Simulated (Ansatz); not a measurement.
Stepwise reaction of germanium tetrachloride with water, as a gas-phase model of exchange steps in deposition or etching. ΔE in kJ/mol.

Program: Ansatz. Geometries: PBE0-D4/def2-TZVP. ΔE: electronic, gas phase. CCSD(T)/CBS is the MP2 limit (def2-TZVPP, def2-QZVPP) plus CCSD(T) − MP2 in def2-TZVPP, frozen cores. This one scheme is used for every species. Functionals use def2-TZVPP. B3LYP here is the variant with VWN-RPA as its local correlation; programs differ in this. For Ge outer-core shells are correlated without core-valence functions, which leaves a few kJ/mol of doubt a bond. Scalar relativity is left out up to krypton. One conformer a species, not always the lowest.

```json
{"step": "2", "reaction": "`[OH][Ge]([Cl])([Cl])[Cl]` + H₂O → `[OH][Ge]([OH])([Cl])[Cl]` + HCl", "PBE-D4": "31.9", "B3LYP-D4": "29.3", "ωB97M-V": "28.1", "CCSD(T)/CBS": "28.3"}
{"step": "3", "reaction": "`[OH][Ge]([OH])([Cl])[Cl]` + H₂O → `[OH][Ge]([OH])([OH])[Cl]` + HCl", "PBE-D4": "33.3", "B3LYP-D4": "30.1", "ωB97M-V": "29.3", "CCSD(T)/CBS": "29.3"}
{"step": "4", "reaction": "`[OH][Ge]([OH])([OH])[Cl]` + H₂O → `[OH][Ge]([OH])([OH])[OH]` + HCl", "PBE-D4": "34.2", "B3LYP-D4": "30.5", "ωB97M-V": "28.9", "CCSD(T)/CBS": "27.7"}
```

Task: Give the row of step 1, `[Cl][Ge]([Cl])([Cl])[Cl]` + H₂O → `[OH][Ge]([Cl])([Cl])[Cl]` + HCl. (An estimate is asked.)

Result: Computed: 
| step | reaction | PBE-D4 | B3LYP-D4 | ωB97M-V | CCSD(T)/CBS |
| --- | --- | --- | --- | --- | --- |
| 1 | `[Cl][Ge]([Cl])([Cl])[Cl]` + H₂O → `[OH][Ge]([Cl])([Cl])[Cl]` + HCl | 32.0 | 29.8 | 28.5 | 29.0 |

Task: By hand: ΔE of the 4 steps together at CCSD(T)/CBS.

Result: (29.0) + (28.3) + (29.3) + (27.7) = 114.3 kJ/mol, or 28.6 kJ/mol a step.

In ΔE the steps differ by no more than 1.6 kJ/mol. All are uphill at CCSD(T)/CBS. PBE-D4 differs from CCSD(T)/CBS by 3.0 to 6.5 kJ/mol a step. Isolated molecules leave out the surface, adducts and barriers. Largest T1 diagnostic: 0.012.
